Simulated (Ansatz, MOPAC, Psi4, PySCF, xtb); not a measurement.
Two geometries of ethyl methyl carbonate, SMILES CCOC(OC)=O (C4H8O3), singlet, relaxed at B3LYP-D3(BJ)/def2-SVP with one dihedral held; other torsions can differ between them too.

Structure A

```
15

C      2.3383    -0.4873     0.2771
C      1.6516     0.8261    -0.0495
O      0.4739     0.6176    -0.8460
C     -0.5899     0.1161    -0.2035
O     -0.9537     0.4163     0.9059
O     -1.2478    -0.6977    -1.0344
C     -2.4949    -1.1919    -0.5509
H      1.6996    -1.1165     0.9169
H      3.2762    -0.2975     0.8227
H      2.5743    -1.0455    -0.6417
H      2.2933     1.4731    -0.6635
H      1.3749     1.3725     0.8661
H     -2.9001    -1.8262    -1.3487
H     -3.1867    -0.3636    -0.3341
H     -2.3543    -1.7788     0.3692
```

Structure B

```
15

C      2.3374    -0.5067     0.2515
C      1.6501     0.8175    -0.0269
O      0.4748     0.6410    -0.8356
C     -0.6066     0.1689    -0.2089
O     -0.8090     0.1946     0.9804
O     -1.4635    -0.2836    -1.1285
C     -2.7184    -0.7364    -0.6268
H      1.6954    -1.1572     0.8648
H      3.2737    -0.3353     0.8060
H      2.5795    -1.0283    -0.6872
H      2.2913     1.4880    -0.6158
H      1.3690     1.3234     0.9092
H     -3.2890    -1.0766    -1.4996
H     -3.2544     0.0782    -0.1162
H     -2.5814    -1.5641     0.0854
```

Problem. Which is lower in energy at the level CCSD(T) on RHF/cc-pVDZ, frozen core // B3LYP-D3(BJ)/def2-SVP run with Ansatz (an electronic-structure program), and by how much?

Solution. B is lower, by 11.15 kJ/mol (dihedral C2–O3–C4–O5: 40° in A, 20° in B).

E(B) − E(A) in kJ/mol at the other levels, on the same two geometries: B3LYP/def2-TZVP // B3LYP-D3(BJ)/def2-SVP (Psi4) -10.11; B3LYP-D3(BJ)/def2-TZVP // B3LYP-D3(BJ)/def2-SVP (Psi4) -10.04; PBE/def2-TZVP // B3LYP-D3(BJ)/def2-SVP (Psi4) -10.02; PBE-D3(BJ)/def2-TZVP // B3LYP-D3(BJ)/def2-SVP (Psi4) -9.95; M06-2X/def2-TZVP // B3LYP-D3(BJ)/def2-SVP (Psi4) -10.73; RHF/cc-pVDZ // B3LYP-D3(BJ)/def2-SVP (Ansatz) -11.51; MP2 on RHF/cc-pVDZ, frozen core // B3LYP-D3(BJ)/def2-SVP (Ansatz) -11.50; CCSD on RHF/cc-pVDZ, frozen core // B3LYP-D3(BJ)/def2-SVP (Ansatz) -11.23; AM1, restricted, heats of formation // B3LYP-D3(BJ)/def2-SVP (MOPAC) -4.93; PM6, restricted, heats of formation // B3LYP-D3(BJ)/def2-SVP (MOPAC) -4.81; GFN1-xTB // B3LYP-D3(BJ)/def2-SVP (xtb) -10.37; restricted B3LYP/6-31G*, spherical d, density fitting // B3LYP-D3(BJ)/def2-SVP (PySCF) -10.76; restricted Hartree-Fock/LANL2DZ // B3LYP-D3(BJ)/def2-SVP (PySCF) -10.19; restricted MP2 (frozen core)/6-31G*, spherical d // B3LYP-D3(BJ)/def2-SVP (PySCF) -11.36; restricted B3LYP/6-311+G**, spherical d, density fitting // B3LYP-D3(BJ)/def2-SVP (PySCF) -9.98.
